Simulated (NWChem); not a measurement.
System: Mg cation, doublet

Here is an NWChem input.

```
start job
memory heap 200 mb stack 900 mb global 1100 mb
charge 1
geometry units angstroms noautosym nocenter noautoz
  Mg     0.000000     0.000000     0.000000
end
basis spherical
  Mg library cc-pvtz
end
dft
  odft
  mult 2
  xc pbe0
  iterations 150
end
property
  hyperfine
end
task dft property
```

NWChem printed, in part:

```
             Northwest Computational Chemistry Package (NWChem) 7.3.0
             --------------------------------------------------------

                             Geometry "geometry" -> ""
                             -------------------------

 Output coordinates in angstroms (scale by  1.889725989 to convert to a.u.)

  No.       Tag          Charge          X              Y              Z
 ---- ---------------- ---------- -------------- -------------- --------------
    1 Mg                  12.0000     0.00000000     0.00000000     0.00000000

 Effective nuclear repulsion energy (a.u.)       0.0000000000

                              NWChem Property Module
                              ----------------------

  itol2e modified to match energy
  convergence criterion.

                                 NWChem DFT Module
                                 -----------------

 Summary of "ao basis" -> "ao basis" (spherical)
 ------------------------------------------------------------------------------
       Tag                 Description            Shells   Functions and Types
 ---------------- ------------------------------  ------  ---------------------
 Mg                         cc-pvtz                 12       34   5s4p2d1f

  itol2e modified to match energy
  convergence criterion.

            General Information
            -------------------
          SCF calculation type: DFT
          Wavefunction type:  spin polarized.
          No. of atoms     :     1
          No. of electrons :    11
           Alpha electrons :     6
            Beta electrons :     5
          Charge           :     1
          Spin multiplicity:     2
          Use of symmetry is: off; symmetry adaption is: off
          Maximum number of iterations: 150
          AO basis - number of functions:    34
                     number of shells:    12
          Convergence on energy requested:  1.00D-07
          Convergence on density requested:  1.00D-05
          Convergence on gradient requested:  5.00D-04

              XC Information
              --------------
                         PBE0 Method XC Functional
                     Hartree-Fock (Exact) Exchange  0.250
          PerdewBurkeErnzerhof Exchange Functional  0.750
            Perdew 1991 LDA Correlation Functional  1.000 local
           PerdewBurkeErnz. Correlation Functional  1.000 non-local

             Grid Information
             ----------------
          Grid used for XC integration:  fine
          Radial quadrature: Mura-Knowles
          Angular quadrature: Lebedev.
          Tag              B.-S. Rad. Rad. Pts. Rad. Cut. Ang. Pts.
          ---              ---------- --------- --------- ---------
          Mg                  1.50      123          10.0       770
          Grid pruning is: on
          Number of quadrature shells:   123
          Spatial weights used:  Erf1

      Superposition of Atomic Density Guess
      -------------------------------------

 Sum of atomic energies:        -199.61334746

 Renormalizing density from      12.00 to     11

      Non-variational initial energy
      ------------------------------

 Total energy =    -189.075944
 1-e energy   =    -256.143414
 2-e energy   =      67.067470
 HOMO         =      -0.618380
 LUMO         =      -0.237398

   convergence    iter        energy       DeltaE   RMS-Dens  Diis-err
 ---------------- ----- ----------------- --------- --------- ---------
 d= 0,ls=0.0,diis     1   -199.6140314917 -2.00D+02  2.75D-02  2.38D-01
                                                     1.94D-02  2.48D-01
 d= 0,ls=0.0,diis     2   -199.6843616848 -7.03D-02  4.81D-03  1.84D-02
                                                     3.79D-03  1.62D-02
 d= 0,ls=0.0,diis     3   -199.6895491445 -5.19D-03  1.78D-04  6.16D-06
                                                     9.89D-05  1.63D-05
 d= 0,ls=0.0,diis     4   -199.6895533370 -4.19D-06  8.50D-06  2.64D-08
                                                     1.52D-06  3.86D-09
 d= 0,ls=0.0,diis     5   -199.6895533443 -7.30D-09  1.42D-07  8.44D-12
                                                     1.60D-07  1.12D-11

[...]

          ----------------------
          Hyperfine Interactions
          ----------------------

 Total Spin Density (Fermi Contact Term)
 ------------------ --------------------
     Atom            x         y         z       Density (a.u.)      Aiso(MHz)     Aiso(Gauss)
     1  25-Mg     0.00000   0.00000   0.00000       1.905189       -521.694864    -186.153386

           -------------------------------------------
           Anisotropic Interaction (Spin-Dipolar Term)
           -------------------------------------------

 ------------------------------------------------------------
     Atom            x         y         z
 ------------------------------------------------------------
     1  25-Mg     0.00000   0.00000   0.00000

   Spin-Dipolar term (a.u.)
        xx             yy             zz             xy             xz             yz
 ------------------------------------------------------------------------------------------
      -0.000000       0.000000       0.000000       0.000000      -0.000000      -0.000000

   Principal Comp. of -hf- tensor (au)            Anisotropic -hfcc- (MHz)               Anisotropic -hfcc- (Gauss)
 --------------------------------------------------------------------------------------------------------------------------
     -0.000000     0.000000     0.000000       0.000000    -0.000000    -0.000000       0.000000    -0.000000    -0.000000

   Orientation of the principal axis of Hyperfine Tensor w.r.t absolute (molecular) frame
 --------------------------------------------------------------------------------------------------------------------------
      1.000000     0.000000    -0.000000
      0.000000     1.000000    -0.000000
     -0.000000    -0.000000     1.000000
```

Level: PBE0/cc-pVTZ, spin-unrestricted, contact and dipolar terms. No stability test was run on the SCF state.
